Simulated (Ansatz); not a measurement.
`N[Si](O)(O)O`. Total charge 0; spin multiplicity 1.

Z-matrix (Å, degrees):
```
Si
O 1 1.640
O 1 1.634 2 107.2
N 1 1.697 2 118.5 3 -116.6
O 1 1.642 2 103.3 3 123.0
H 2 0.958 1 115.6 3 -137.8
H 3 0.958 1 115.3 2 27.2
H 4 1.006 1 119.6 2 84.0
H 4 1.006 1 121.3 2 -63.9
H 5 0.958 1 115.8 2 173.3
```

**Question.** What are the harmonic wavenumbers in cm⁻¹ at PBE0-D4/def2-TZVP (Ansatz, finite differences of forces, unscaled)? (Best estimate.)

**Answer.** Ansatz gave: 129, 228, 245, 273, 310, 347, 362, 368, 409, 414, 768, 806, 836, 843, 855, 922, 989, 1005, 1580, 3621, 3717, 3925, 3930, 3931.

**Question.** Is this a minimum?

**Answer.** Yes, all 24 modes are real.

**Question.** Give the ideal-gas thermochemistry at 298.15 K and 1 bar (rigid rotor, harmonic oscillator; point group C1, symmetry number 1).

**Answer.** Zero-point energy 184.3 kJ/mol; H(298) − E = 206.6 kJ/mol; entropy 342.2 J/(mol·K), of which translation 165.7, rotation 109.2, vibration 67.3; G(298) − E = 104.5 kJ/mol.

**Question.** Rotational constants (cm⁻¹)?

**Answer.** 0.1392, 0.1322, 0.1183.
